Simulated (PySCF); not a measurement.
## PtCl₂, triplet: data card

These are results of UPBE0/[Pt def2-TZVP with ECP60, Cl def2-TZVP], scalar-relativistic core potentials, density fitting, no spin–orbit coupling, PySCF, not measurements.

The structure is a minimum.

- Point group: D∞h
- Bond lengths: Pt–Cl 2.156 Å (×2)
- Bond angles: Cl–Pt–Cl 180.0°
- Entropy at 298.15 K and 1 bar (electronic part: spin only): 299.8 J/(mol K)
- Spin squared ⟨S²⟩: 2.008
- Zero-point energy: 6.0 kJ/mol
- Dipole moment: 0.00 D
- Atomisation energy without zero-point energy: 662 kJ/mol
- Principal quadrupole moments (Buckingham, traceless) about the centre of mass: -0.04, 0.02, 0.02 D Å
- Enthalpy at 298.15 K above 0 K: 14.30 kJ/mol
- Principal polarisabilities: 40.2, 40.2, 113.7 bohr³
- Lowest empty level (β): -5.27 eV
- Rotational symmetry number: 2
- Rotational constants: 0.05186 cm⁻¹
- Highest occupied level (β): -8.44 eV
- Heat capacity Cp at 298.15 K: 57.5 J/(mol K)

Harmonic modes (masses in u: Pt 194.965, Cl 34.969):
| symmetry | ω (cm⁻¹) | IR (km/mol, summed over degenerate members) | type |
| --- | --- | --- | --- |
| πu | 76 | 0.5 | bend |
| σg+ | 409 | 0.0 | stretch |
| σu+ | 434 | 96.0 | stretch |

In D∞h the vibrations span πu + σg+ + σu+. The σg+ mode carries no infrared intensity, as symmetry demands. With a centre of inversion only u modes can be infrared active and only g modes Raman active.

Charges (e):
```json
{"atom": "Pt1", "Mulliken": "0.47", "Löwdin": "-0.17", "polar tensor": "0.83", "spin (Mulliken)": "1.25", "Mayer order to Pt1": "–"}
{"atom": "Cl2,3", "Mulliken": "-0.24", "Löwdin": "0.09", "polar tensor": "-0.41", "spin (Mulliken)": "0.38", "Mayer order to Pt1": "1.23"}
```

Mulliken populations on Pt1 (electrons outside its core potential): s 2.97, p 6.23, d 8.31, f 0.02.

Formally Pt is in oxidation state +2, d8, with 2 unpaired electrons (the high-spin count). The Mulliken spin on Pt is 1.25. The polar-tensor charge on Pt, 0.83, is far below the formal one.

This need not be the most stable arrangement of these atoms. With open d or f shells other occupations or spin states may lie lower. Spin–orbit coupling, left out here, can matter for elements this heavy.

The final relaxation and frequency run took about 90 core-seconds on a shared host.
